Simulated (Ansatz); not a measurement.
Abridged output of a molecular run in Ansatz:

```
Functional definition: HF
1570 factors; integrals over basis functions are off by at most 1.2e-3 eV
mean field evaluation 1: about -5566.9801 eV, gradient 4.5e1 eV
mean field evaluation 2: about -5567.1386 eV, gradient 4.5e1 eV
mean field evaluation 4: about -5571.8143 eV, gradient 4.6e0 eV
mean field evaluation 8: about -5571.8862 eV, gradient 2.7e-1 eV
mean field -5571.88673804 eV, -204.7630608624 hartree, gradient 2.8e-6 eV, S^2 0.000000; 0 other end points of the search recorded, 0 dependent functions left out
5 core orbitals not correlated: weight in the atoms' cores, before any rotation towards them, 1.000 or more for the frozen orbitals, at most 0.000 for the correlated occupied ones
reference -5571.88673804 eV, -204.7630608624 hartree; 14, 14 occupied and 248, 248 virtual orbitals, 1570 factors
second order -21.60192137 eV of doubles, -0.00000000 eV of singles
cycle   1  -22.29029782 eV  change   -6.9e-1 eV  update   9.6e-2
cycle   2  -22.79765520 eV  change   -5.1e-1 eV  update   2.8e-2
cycle   3  -22.90605661 eV  change   -1.1e-1 eV  update   1.5e-2
cycle   4  -22.89756308 eV  change    8.5e-3 eV  update   4.4e-3
cycle   5  -22.89546384 eV  change    2.1e-3 eV  update   2.3e-3
cycle   6  -22.89585227 eV  change   -3.9e-4 eV  update   7.4e-4
cycle   7  -22.89561038 eV  change    2.4e-4 eV  update   3.1e-4
cycle   8  -22.89555319 eV  change    5.7e-5 eV  update   1.1e-4
cycle   9  -22.89560384 eV  change   -5.1e-5 eV  update   5.1e-5
cycle  10  -22.89559567 eV  change    8.2e-6 eV  update   2.1e-5
perturbative correction -0.85841455 eV, -0.0315461528 hartree
Total energy: -5595.64074825 eV, -205.6360046368 hartree
```

Its atoms:

Cartesian coordinates in Å:
```
B -1.118 -1.337 -0.716
C -0.851 -0.506 0.551
B 0.571 0.178 0.290
C 0.702 1.668 -0.168
O 1.714 -0.541 0.456
H -1.685 -0.866 -1.661
H -0.692 -2.454 -0.814
H -0.754 -1.130 1.446
H -1.584 0.288 0.710
H 1.726 1.945 -0.425
H 0.359 2.334 0.632
H 0.051 1.874 -1.023
H 1.561 -1.452 0.722
```

(1) Which basis set was used?
A. cc-pV(Q+d)Z
B. cc-pV(D+d)Z
C. def2-TZVPP
D. def2-SVP

(2) Write the keys of the input that set method, charge and spin (a neutral closed shell needs none for the last two).

Results:

(1) C. It gives 267 functions.

(2) 
```yaml
correlation: {method: ccsd_t}
```
